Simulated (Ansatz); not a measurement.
Compare A (`C[SiH2][SiH](N)Cl`) with its isomer B (`[SiH3]CN[SiH2]Cl`).

Gas-phase electronic energies from Ansatz, PBE0-D4/def2-TZVP geometries. CCSD(T)/CBS adds triple-zeta CCSD(T) − MP2 to the extrapolated MP2 energy (def2 sets, frozen cores). Functionals use def2-TZVPP. B3LYP here is the variant with VWN-RPA as its local correlation; programs differ in this. One conformer a species, not always the lowest.

A:

Z-matrix (Å, degrees):
```
C
Si 1 1.873
H 1 1.092 2 110.9
H 1 1.092 2 110.2 3 120.3
H 1 1.092 2 110.8 3 -120.2
Si 2 2.338 1 111.3 3 -177.0
H 2 1.490 1 111.1 3 61.0
H 2 1.493 1 110.7 3 -58.2
Cl 6 2.092 2 105.7 1 41.6
N 6 1.706 2 110.0 1 165.6
H 6 1.484 2 115.6 1 -73.2
H 10 1.007 6 120.3 2 -45.1
H 10 1.008 6 120.7 2 168.2
```

B:

```xyz
13

Si   -1.973   -0.899    0.338
C    -0.134   -0.761   -0.066
N     0.392    0.539    0.327
Si    1.688    1.304   -0.465
Cl    3.517    0.359   -0.223
H    -2.752    0.067   -0.478
H    -2.462   -2.280    0.081
H    -2.168   -0.574    1.778
H    -0.018   -0.876   -1.149
H     0.419   -1.596    0.385
H     0.228    0.769    1.296
H     1.431    1.282   -1.921
H     1.831    2.665    0.096
```

(1) Which isomer does CCSD(T)/CBS put lower? Give the gap. (Estimate.)

(2) Give E(B) − E(A) in kcal/mol with r2SCAN-D4, B3LYP-D4, CCSD(T)/def2-TZVPP, PBE-D4, HF/def2-TZVPP, PBE0-D4, CCSD/def2-TZVPP. (Best estimate.)

Largest T1 diagnostic: 0.011.

Results:

(1) Ansatz gave: A, by 21.8 kcal/mol.

(2) Ansatz gave: r2SCAN-D4 23.5, B3LYP-D4 21.4, CCSD(T)/def2-TZVPP 20.9, PBE-D4 24.1, HF/def2-TZVPP 18.2, PBE0-D4 23.7, CCSD/def2-TZVPP 20.5. None reverses the order clearly.

In def2-TZVPP, CCSD(T) changes the Hartree–Fock value by +2.7 kcal/mol (the triples alone add +0.3 kcal/mol) and MP2 by +2.6 kcal/mol.
